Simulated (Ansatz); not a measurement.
Input file for Ansatz (a program for electronic structure): U-CCSD(T)/cc-pV(T+d)Z on F5S (SMILES F[S](F)(F)(F)F). The basis file is the Basis Set Exchange's JSON of that set.

Ansatz 0.2 input:
```yaml
crystal:
  periodic: [false, false, false]
  atoms:
    - {symbol: S, position_ang: [0.00000000, -0.00000000, -0.22524602]}
    - {symbol: F, position_ang: [-0.00000000, -0.00000000, 1.32863106]}
    - {symbol: F, position_ang: [1.62188985, 0.00000000, -0.27589626]}
    - {symbol: F, position_ang: [-1.62188985, -0.00000000, -0.27589626]}
    - {symbol: F, position_ang: [0.00000000, 1.62188985, -0.27589626]}
    - {symbol: F, position_ang: [-0.00000000, -1.62188985, -0.27589626]}
basis:
  gaussian:
    orbitals: cc-pV_T+d_Z.json
magnetization: {spin_polarized: true, initial_magnetization: 1}
correlation: {method: ccsd_t, electrons: outside_noble_gas}
scf: {omitted_lower_state_checks: [cluster_reference]}
```

It printed:

```
WARN ansatz: RAYON_NUM_THREADS=4 ignored (pool sized by the plan → 4); use --threads N
Functional definition: HF
these checks for a lower state are left out or cut short: cluster_reference
integrals: 1.14 GiB planned
1191 factors; integrals over basis functions are off by at most 1.6e-3 eV
mean field: 1.08 GiB planned
mean field evaluation 1: about -24341.6742 eV, gradient 4.5e1 eV
mean field evaluation 2: about -24341.7164 eV, gradient 4.5e1 eV
mean field evaluation 4: about -24348.4782 eV, gradient 3.4e0 eV
mean field evaluation 8: about -24348.6091 eV, gradient 2.1e-1 eV
mean field -24348.60960850 eV, -894.7948990320 hartree, gradient 2.5e-6 eV, S^2 0.766625; 0 other end points of the search recorded, 0 dependent functions left out
10 core orbitals not correlated
reference -24348.60960850 eV, -894.7948990320 hartree; 21, 20 occupied and 158, 159 virtual orbitals, 1191 factors
second order -39.98526268 eV of doubles, -0.00000000 eV of singles
coupled cluster: 3.00 GiB planned
cycle   1  -38.77350753 eV  change     1.2e0 eV  update   1.3e-1
cycle   2  -39.64089806 eV  change   -8.7e-1 eV  update   4.1e-2
cycle   3  -39.83405408 eV  change   -1.9e-1 eV  update   2.0e-2
cycle   4  -39.81287711 eV  change    2.1e-2 eV  update   6.0e-3
cycle   5  -39.80768191 eV  change    5.2e-3 eV  update   3.3e-3
cycle   6  -39.81109425 eV  change   -3.4e-3 eV  update   1.2e-3
cycle   7  -39.81155055 eV  change   -4.6e-4 eV  update   6.7e-4
cycle   8  -39.81142437 eV  change    1.3e-4 eV  update   2.0e-4
cycle   9  -39.81147546 eV  change   -5.1e-5 eV  update   9.5e-5
cycle  10  -39.81145010 eV  change    2.5e-5 eV  update   1.9e-5
perturbative correction -1.37051929 eV, -0.0503656549 hartree
Total energy: -24389.79157789 eV, -896.3083084930 hartree
Checks for a lower state left out: cluster_reference
```

Self-consistency was reached.

Cost: around 2.3 core-minutes (rough).
